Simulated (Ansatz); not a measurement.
System: GeBr₂, charge 1, doublet. GeBr2+ (parent SMILES [Br][Ge][Br], doublet).
B3LYP-D3(BJ)/def2-TZVP minimum from Ansatz (a quantum-chemistry and plane-wave program):
```
Ge
Br 1 2.2626
Br 1 2.2626 2 120.69
```
Charge +1, spin multiplicity 2.

Total energies in cc-pVTZ, 17 correlated electrons, 42 frozen orbitals. Open shells are spin-unrestricted; no spin-orbit coupling. Correlated methods leave the cores frozen (noble-gas shells, and filled d and f shells in the p block). No relativity. Spin-orbit terms, left out, reach several kcal/mol for Br and I, and more for heavier atoms. The UHF reference of Br2Ge+ (parent SMILES [Br][Ge][Br], doublet) is spin-contaminated (<S^2> up to 0.03 over the pure value in the sets run). The spin of Br2Ge+ (parent SMILES [Br][Ge][Br], doublet) was assumed, and the state is the lowest solution found for it.

```tsv
method	program	energy (Eh)	minus CCSDT(Q) (mEh)
HF	Ansatz	-7220.10256	439.64
MP2	Ansatz	-7220.48429	57.90
CCSD	Ansatz	-7220.51850	23.70
CCSD(T)	Ansatz	-7220.53919	3.01
CCSDT(Q)	Ansatz	-7220.54220	0.00
```

Rough core times of Ansatz's runs on a shared machine: CCSD(T) 60 s, CCSDT(Q) 30 min.
